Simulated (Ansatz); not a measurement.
One change: `COC(=N)[SiH2]F` becomes `C=NC(=N)OC`.

Ansatz, PBE0-D4/def2-TZVP geometries, multiplicity 1. Each molecule was computed in one conformer, which needn't be the lowest.

| property | `COC(=N)[SiH2]F` |
| --- | --- |
| HOMO energy (ωB97M-V/def2-TZVPP) / eV | -10.13 |
| HOMO–LUMO gap (PBE/def2-TZVPP) / eV | 5.00 |
| size of the dipole moment (ωB97M-V/def2-TZVPP) / D | 1.32 |
| LUMO energy (ωB97M-V/def2-TZVPP) / eV | 1.67 |
| HOMO–LUMO gap (B3LYP/def2-TZVPP) / eV | 7.00 |
| LUMO energy (PBE0/def2-TZVPP) / eV | -0.34 |

(1) Give the same properties after the change, and the shifts. (Estimate.)

## Answers

(1) Ansatz gave: 
| property | `C=NC(=N)OC` | shift |
| --- | --- | --- |
| HOMO energy (ωB97M-V/def2-TZVPP) / eV | -10.13 | 0.00 |
| HOMO–LUMO gap (PBE/def2-TZVPP) / eV | 3.91 | -1.09 |
| size of the dipole moment (ωB97M-V/def2-TZVPP) / D | 2.29 | 0.97 |
| LUMO energy (ωB97M-V/def2-TZVPP) / eV | 0.67 | -1.00 |
| HOMO–LUMO gap (B3LYP/def2-TZVPP) / eV | 5.87 | -1.13 |
| LUMO energy (PBE0/def2-TZVPP) / eV | -1.53 | -1.19 |

With PBE0 the HOMO falls by 0.07 eV and the LUMO falls by 1.19 eV, so the gap narrows by about 1.12 eV. PBE moves the HOMO by -0.12 eV and ωB97M-V by 0.00 eV. Dipoles are sizes alone; their direction can turn.

B3LYP here is the variant with VWN-RPA as its local correlation; programs differ in this.
